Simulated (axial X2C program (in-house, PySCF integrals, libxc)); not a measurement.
**MnSb: cheaper levels and CCSD(T), with spin–orbit coupling**

All values were computed with an axial X2C code built on PySCF integrals. Two-component (2c) means X2C with spin–orbit coupling and atomic mean-field two-electron Coulomb and Gaunt terms. Basis: Sb dyall-cv3z [11s12p8d4f1g], Mn dyall-cv3z [9s10p6d3f2g] (cores contracted in-house); Gaussian nuclei, density fitting, unrestricted open shells. Masses: Sb 120.904 u, Mn 54.938 u.

State: Ω = 1 (⟨Sz⟩ = 2.07, ⟨Lz⟩ = -1.07 at HF); fragments Sb + Mn.

```json
{"level": "PBE0", "Re (Å)": "2.498", "ωe (cm⁻¹)": "244.3", "De (eV)": "1.08"}
{"level": "CCSD", "Re (Å)": "2.605", "ωe (cm⁻¹)": "211.5", "De (eV)": "0.208"}
{"level": "BLYP", "Re (Å)": "2.461", "ωe (cm⁻¹)": "253.2", "De (eV)": "1.66"}
```

Correlated methods: 12 electrons correlated (number of frozen shells: Sb 4 s, 3 p, 2 d; Mn 3 s, 2 p), 322 virtual spin orbitals or spinors in MP2, 90 natural virtuals in coupled cluster.

CCSD(T), same Hamiltonian and basis:

Re = 2.592 Å, ωe = 214.8 cm⁻¹, De = 0.29 eV; T1 = 0.045 (Lee–Taylor normalisation).

(1) Give the differences from CCSD(T) in the columns below.

Occupations by symmetry block were frozen at the best pattern of an incomplete PBE0 search. De is counted from the lowest determinant-based energies of the atoms at the same level, without counterpoise correction. Density functionals use the spin component along the axis (collinear). Coupled cluster ran in a truncated set of natural virtual spinors; the MP2 energy of the rest was added. (T) has no such correction and the atoms are truncated less, which lowers De at CCSD(T) by a hundredth of an eV or more. PBE0 can misorder states that lie within some tenths of an eV, so this need not be the ground state of the molecule. The nearest other 2c determinant of the search, Ω = 4, lies 0.25 eV up at the distance of the search. The functionals have no current-density term, which raises determinants with orbital currents, atoms included. The atomic limit has a lower orbital projection than the molecule and lies lower at mean-field level, so De may be about a tenth of an eV too small. With several unpaired electrons one determinant need not be a pure state. Open-shell Ω = 0 determinants with evenly filled partner blocks cannot be reached by this program, so the Ω shown need not be the lowest component. The determinant is spin-polarised beyond a pure state at some levels (its spin-free form has ⟨S²⟩ too high), which makes Re and μ there less reliable. The T1 diagnostic is large, a sign of multireference character. With the outer-core shells frozen, correlated bond lengths of heavy atoms tend to come out a few hundredths of an ångström too long. The bond is weak, and without diffuse functions and with truncated virtuals even CCSD(T) can be tens of per cent off in De.

Results:

(1) 

```
level  ΔRe (Å)  Δωe (cm⁻¹)
 PBE0   -0.094        29.5
 CCSD    0.013        -3.3
 BLYP   -0.131        38.4
```
